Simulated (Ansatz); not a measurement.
One change: `FC(F)(F)COB(Cl)Cl` becomes `FC(F)(F)COBCl`.

Ansatz, PBE0-D4/def2-TZVP geometries, multiplicity 1. Each molecule was computed in one conformer, which needn't be the lowest.

```csv
property,`FC(F)(F)COB(Cl)Cl`
LUMO energy (PBE/def2-TZVPP) / eV,-1.61
HOMO–LUMO gap (B3LYP/def2-TZVPP) / eV,8.09
LUMO energy (B3LYP/def2-TZVPP) / eV,-0.84
size of the dipole moment (B3LYP/def2-TZVPP) / D,1.97
HOMO energy (PBE0/def2-TZVPP) / eV,-9.23
size of the dipole moment (PBE/def2-TZVPP) / D,1.85
```

Question: What does the change do to each property? (Estimate.)

Answer: Ansatz gave: 
```csv
property,`FC(F)(F)COBCl`,shift
LUMO energy (PBE/def2-TZVPP) / eV,-1.70,-0.09
HOMO–LUMO gap (B3LYP/def2-TZVPP) / eV,7.91,-0.18
LUMO energy (B3LYP/def2-TZVPP) / eV,-0.96,-0.12
size of the dipole moment (B3LYP/def2-TZVPP) / D,2.30,0.33
HOMO energy (PBE0/def2-TZVPP) / eV,-9.14,0.09
size of the dipole moment (PBE/def2-TZVPP) / D,2.13,0.28
```

With PBE0 the HOMO rises by 0.09 eV and the LUMO falls by 0.09 eV, so the gap narrows by about 0.18 eV. PBE moves the HOMO by 0.08 eV and ωB97M-V by 0.06 eV. Dipoles are sizes alone; their direction can turn.

B3LYP here is the variant with VWN-RPA as its local correlation; programs differ in this.
